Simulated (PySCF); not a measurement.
C4H5NS2, SMILES Cc1ncsc1S.

Geometry optimised at r2SCAN-D4/def2-SVP. One conformer was computed; it need not be the lowest.

Level of theory: TDDFT-ωB97X/def2-SVPD (PySCF 2.14.0).

Vertical excitations. The molecule is in vacuum.

| state | energy (eV) | λ (nm) | f | main pairs |
|---|---|---|---|---|
| S1 | 5.18 | 239 | 0.025 | HOMO−1→LUMO 40 %, HOMO→LUMO 35 %, HOMO−3→LUMO 15 % |
| S2 | 5.46 | 227 | 0.126 | HOMO→LUMO 58 %, HOMO−1→LUMO 24 %, HOMO−3→LUMO 10 % |
| S3 | 5.80 | 214 | 0.013 | HOMO−3→LUMO 27 %, HOMO−2→LUMO 17 %, HOMO−1→LUMO 15 %, HOMO→LUMO+1 8 % |
| S4 | 6.15 | 202 | 0.000 | HOMO→LUMO+1 47 %, HOMO→LUMO+2 18 % |
| S5 | 6.18 | 201 | 0.042 | HOMO−2→LUMO 60 %, HOMO−3→LUMO 13 % |
| S6 | 6.53 | 190 | 0.004 | HOMO−3→LUMO 16 %, HOMO−1→LUMO+1 13 %, HOMO−1→LUMO 11 %, HOMO→LUMO+3 11 % |
| S7 | 6.79 | 183 | 0.012 | HOMO−1→LUMO+3 25 %, HOMO→LUMO+1 19 %, HOMO→LUMO+2 16 %, HOMO→LUMO+3 6 % |
| S8 | 6.92 | 179 | 0.011 | HOMO→LUMO+2 23 %, HOMO−2→LUMO+1 21 %, HOMO−2→LUMO+2 14 %, HOMO→LUMO+4 7 % |
| S9 | 6.95 | 178 | 0.038 | HOMO−1→LUMO+1 31 %, HOMO→LUMO+3 24 %, HOMO−1→LUMO+2 9 %, HOMO−2→LUMO+1 6 % |
| S10 | 7.25 | 171 | 0.077 | HOMO→LUMO+5 30 %, HOMO→LUMO+4 14 %, HOMO−3→LUMO+5 7 %, HOMO−1→LUMO+2 6 % |
| T1 | 3.62 | 343 | 0 | HOMO→LUMO 83 % |
| T2 | 4.83 | 257 | 0 | HOMO−1→LUMO 51 %, HOMO−3→LUMO 29 % |
| T3 | 4.91 | 253 | 0 | HOMO−2→LUMO 80 % |
| T4 | 5.44 | 228 | 0 | HOMO−3→LUMO 22 %, HOMO−1→LUMO 14 %, HOMO→LUMO+1 8 %, HOMO−1→LUMO+3 7 % |
Triplets are in the Tamm–Dancoff approximation, which puts them higher than full response would, so one can lie above its singlet here.
